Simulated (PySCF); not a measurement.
BiCl₂, SMILES [Cl][Bi][Cl], multiplicity 2. Atoms are numbered in the order given.

```xyz
3

Bi     0.0000     0.0000     0.4614
Cl     0.0000     1.8746    -1.1263
Cl     0.0000    -1.8746    -1.1263
```
Charge 0, spin multiplicity 2.

Geometry optimised at B3LYP-D3(BJ)/def2-TZVP. The spin state was assumed, not searched. The isomer is the one that the SMILES or the coordinates give; other isomers of the formula were not compared. The def2 effective core potentials stand for the cores of Bi; spin–orbit coupling is left out.

All values below come from PBE/def2-TZVPD in PySCF.

Mulliken values depend strongly on the basis, most of all with diffuse functions as here. ESP charges are fitted to the potential on shells at 1.4 to 2.0 van der Waals radii. Atomic charges (e):

| atom | Mulliken | ESP fit | Mulliken spin |
|---|---|---|---|
| Bi1 | 0.67 | … | 0.95 |
| Cl2 | -0.34 | … | 0.03 |
| Cl3 | -0.34 | … | 0.03 |

Problem. Some entries are withheld; supply them. (Estimate from the structure and the level; the computed values follow.)

Solution. 
- Bi1, ESP fit: 0.45
- Cl2, ESP fit: -0.22
- Cl3, ESP fit: -0.22
